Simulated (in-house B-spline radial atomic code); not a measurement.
Computed with a B-spline radial atomic code. Model: two electrons, singlet ground state, non-relativistic, full CI in B-splines with partial waves to l = 8 (at full coupling up to 3e-4 hartree above the limit, correlation up to 0.6 % small), density held at that of full coupling by Lieb maximisation.

W(λ) is the mean repulsion in the state of coupling λ less the Hartree energy of the fixed density. Its start is exact exchange, its initial slope is twice the second-order Görling-Levy correlation energy, and its area from 0 to 1 is E_xc. A straight curve means weak, dynamic correlation, and a curve that drops fast and flattens means strong correlation.

Command:
```bash
python run_ac.py task.json out
```
Settings (lengths in bohr, energies in hartree):
```
potential              coulomb
strength               0.531
lmax                   8
wall_radius            8.85
```

Time taken, with all properties: 3.7 s on 1 thread of Intel(R) Xeon(R) Processor @ 2.30GHz (shared host).

**W = mean repulsion less Hartree energy, and W of three functionals.**

Given: confinement point charge; nuclear charge 0.531; hard wall radius 8.85 bohr; external potential -Z/r.

Computed: LDA exchange minus exact 34.275 millihartree; SCAN exchange minus exact -0.37909 millihartree.

| coupling | W xc (hartree) | W xc minus exchange (millihartree) | kinetic minus Kohn-Sham (millihartree) | LDA (PW92) W minus its exchange (millihartree) | PBE W minus its exchange (millihartree) | SCAN W minus its exchange (millihartree) |
| --- | --- | --- | --- | --- | --- | --- |
| 0 | -0.24262 | 0 | 0 | 0 | 0 | 0 |
| 0.02 | -0.24451 | -1.892 | 0.02 | -8.62 | -2.21 | -1.84 |
| 0.05 | -0.24721 | -4.59 | 0.11 | -16.54 | -5.46 | -4.42 |
| 0.12 | -0.25292 | -10.303 | 0.59 | -29.26 | -12.42 | -9.83 |
| 0.25 | -0.26176 | -19.139 | 2.21 | -44.93 | -23.16 | -18.24 |
| 0.4 | ? | ? | ? | ? | ? | ? |
| 0.6 | -0.27812 | -35.502 | 8.91 | -69.48 | -43.09 | -34.34 |
| 0.8 | -0.28452 | -41.894 | 13.36 | -78.51 | -51.01 | -40.88 |
| 1 | ? | ? | ? | ? | ? | ? |
| 1.4 | -0.29719 | -54.565 | 26.93 | -96.43 | -67.32 | -54.32 |
| 2 | -0.3048 | -62.179 | 39.71 | -107.6 | -77.76 | -62.58 |
| 3 | -0.31258 | -69.954 | 58.8 | -119.64 | -89.16 | -70.95 |
| 4.5 | -0.31927 | -76.651 | 83.44 | -130.75 | -99.77 | -77.77 |
| 7 | -0.32537 | -82.752 | 117.71 | -141.61 | -110.23 | -83.34 |
| 10 | -0.32948 | -86.862 | 152.11 | -149.4 | -117.76 | -86.56 |

Problem. What belongs in the row 0.4?

Solution. W xc (hartree): -0.26982; W xc minus exchange (millihartree): -27.202; kinetic minus Kohn-Sham (millihartree): 4.8; LDA (PW92) W minus its exchange (millihartree): -57.43; PBE W minus its exchange (millihartree): -32.95; SCAN W minus its exchange (millihartree): -26.07.

Problem. What belongs in the row 1?

Solution. W xc (hartree): -0.2896; W xc minus exchange (millihartree): -46.975; kinetic minus Kohn-Sham (millihartree): 17.92; LDA (PW92) W minus its exchange (millihartree): -85.65; PBE W minus its exchange (millihartree): -57.43; SCAN W minus its exchange (millihartree): -46.2.

Problem. What is the PBE exchange minus exact?

Solution. 7.2522 millihartree.

**Energy parts, natural occupations and partial-wave weights.**

Computed: total energy -0.0237 hartree; correlation energy -0.029058 hartree; initial slope twice GL2 -0.096458 hartree; kinetic part over minus potential part 0.38142; Hartree energy 0.48524 hartree; Kohn-Sham kinetic 0.16887 hartree; Lieb Oxford ratio E_xc over LDA exchange 1.304.

```tsv
natural	occupation of the shell (electrons)
s	1.8697
p	0.096234
s	0.032203
d	?
p	0.0005049
f	0.00010771
```

Problem. What belongs in the row d?

Solution. occupation of the shell (electrons): 0.0010455.

| wave | weight |
| --- | --- |
| s | 0.95099 |
| p | 0.048381 |
| d | ? |
| f | 6.0714e-05 |
| g | 1.2779e-05 |

Problem. What belongs in the row d?

Solution. weight: 0.00055196.

Problem. What is the kinetic part of the DFT correlation energy?

Solution. 0.017917 hartree.

Problem. What is the exchange energy?

Solution. -0.24262 hartree.

Half-way to full coupling W has made 67 % of its drop, against 50 % for a straight line, and second-order (GL2) theory, half the initial slope, overshoots the correlation energy by about 66 %: correlation is strong. Over couplings 0 to 1 the errors in E_xc come to about +4.7 millihartree for LDA, +1.0 millihartree for PBE, +0.5 millihartree for SCAN, so SCAN is nearest. In LDA and PBE and SCAN the errors of exchange and correlation have opposite signs, so the sum is smaller than the larger of the two.
